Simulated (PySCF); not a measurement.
An equivalent PySCF input for Kr+ (krypton, charge +1), [Ar] 3d10 4s2 4p5, 2P determinant, with no relativity, point nucleus:

```python
from pyscf import gto, scf, dft, mp, cc
import basis_set_exchange as bse
mol = gto.M(atom="Kr 0 0 0", charge=1, spin=1, symmetry="D2h",
            basis=gto.basis.parse(bse.get_basis("6-31G*", elements=["Kr"], fmt="nwchem", header=False)))
mf = dft.UKS(mol, xc="PBE0")
mf.irrep_nelec = {'Ag': (6, 6), 'B1g': (1, 1), 'B2g': (1, 1), 'B3g': (1, 1), 'B1u': (3, 3), 'B2u': (3, 3), 'B3u': (3, 2)}
mf.kernel()
```

It reaches the same state as the run whose output follows, with an energy that differs only through the grid. The run itself started from symmetry-adapted Hartree-Fock orbitals and held the occupation by maximum overlap, on a logarithmic radial grid, so the iterations belong to that start.

```
SCF conv_tol = 1e-09
number electrons alpha = 18  beta = 17
XC functionals = PBE0
    C. Adamo and V. Barone.,  J. Chem. Phys. 110, 6158 (1999)
    M. Ernzerhof and G. E. Scuseria.,  J. Chem. Phys. 110, 5029 (1999)
cycle= 1 E= -2752.61398005562  delta_E= -0.00436  |g|= 0.0332  |ddm|= 0.0992
cycle= 2 E= -2752.6140699002  delta_E= -8.98e-05  |g|= 0.0176  |ddm|= 0.0108
cycle= 3 E= -2752.61409854059  delta_E= -2.86e-05  |g|= 0.00111  |ddm|= 0.00462
cycle= 4 E= -2752.61409888754  delta_E= -3.47e-07  |g|= 0.000221  |ddm|= 0.00158
cycle= 5 E= -2752.61409890598  delta_E= -1.84e-08  |g|= 6.68e-06  |ddm|= 0.00034
cycle= 6 E= -2752.61409890603  delta_E= -4.55e-11  |g|= 5.97e-07  |ddm|= 2.15e-05
converged SCF energy = -2752.61409890603  <S^2> = 0.75191159  2S+1 = 2.0019107
```
